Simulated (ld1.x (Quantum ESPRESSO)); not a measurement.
**gold (Au), ultrasoft: configuration errors across variants**

- Element: Au
- Generator: ld1.x (Quantum ESPRESSO) 7.5
- Type: ultrasoft
- Functional: revPBE
- Relativity: scalar-relativistic
- Frozen core: [Xe] 4f14
- Valence charge: 11
- Reference configuration: 5d10 6s0 6p0 (charge +1)
- Partial waves: 6s (bound, empty): rcut 1.65, rcutus 2.20 bohr; 6s channel at 0.1 Ry: rcut 1.65, rcutus 2.20 bohr; 6p (bound, empty): rcut 2.50, rcutus 3.15 bohr; 6p channel at 2.3 Ry: rcut 2.50, rcutus 3.15 bohr; 5d (bound): rcut 1.30, rcutus 1.55 bohr; 5d channel at -0.45 Ry: rcut 1.30, rcutus 1.55 bohr
- Local potential: all-electron potential smoothed inside 1.30 bohr (lloc = -1)
- Core correction: Bessel-smoothed model core inside 1.55 bohr
- Augmentation charge: built from norm-conserving waves at rcut, not smoothed further

All-electron excitation energies from the reference (eV): (1) 5d10 6s1 6p0 -9.281; (2) 5d9 6s0 6p0 21.123; (3) 5d8 6s0 6p0 54.919; (4) 5d9 6s1 6p1 -1.757; (5) 5d9 6s2 6p0 -7.550; (6) 5d10 6s0.5 6p0 -5.568; (7) 5d7 6s0 6p0 102.554.

The overlap operator is not positive definite (basis up to 400 Ry) in “local potential all-electron potential smoothed inside 1.54 bohr (lloc = -1)”. Such files are unfit for use, however small their errors in these radial tests.

A true bound ghost makes a file unfit for plane-wave use even where its test errors are small: the radial tests pick states by their node count and pass the ghost by.

Errors AE − PS in meV (a dash: test not solved or not reliable):

| change | (1) | (2) | (3) | (4) | (5) | (6) | (7) | bound ghosts |
| --- | --- | --- | --- | --- | --- | --- | --- | --- |
| base | -2.5 | -38 | -213 | -64 | -51 | +0.4 | -634 | s, p |
| local potential all-electron potential smoothed inside 1.54 bohr (lloc = -1) | -2.5 | -38 | -214 | -68 | -51 | +0.4 | -635 | s, p (d not tested, overlap not positive) |
| local potential all-electron potential smoothed inside 2.00 bohr (lloc = -1) | -2.5 | -38 | -214 | -63 | -51 | +0.4 | -636 | p |
| local potential all-electron potential smoothed inside 2.36 bohr (lloc = -1) | -2.6 | -38 | -215 | -64 | -52 | +0.4 | -639 | p |
| local potential all-electron potential smoothed inside 2.58 bohr (lloc = -1) | -2.6 | -38 | -216 | -64 | -52 | +0.4 | -644 | p |
| local potential all-electron potential smoothed inside 3.34 bohr (lloc = -1) | -2.9 | -41 | -235 | -67 | -53 | +0.3 | -698 | p |
| local potential all-electron potential smoothed inside 3.52 bohr (lloc = -1) | -3.8 | -54 | -308 | -85 | -70 | +0.1 | -906 | p |

Give the same row for: local potential all-electron potential smoothed inside 2.88 bohr (lloc = -1).

-2.7, -39, -219, -65, -53, +0.3, -651; bound ghosts: p.
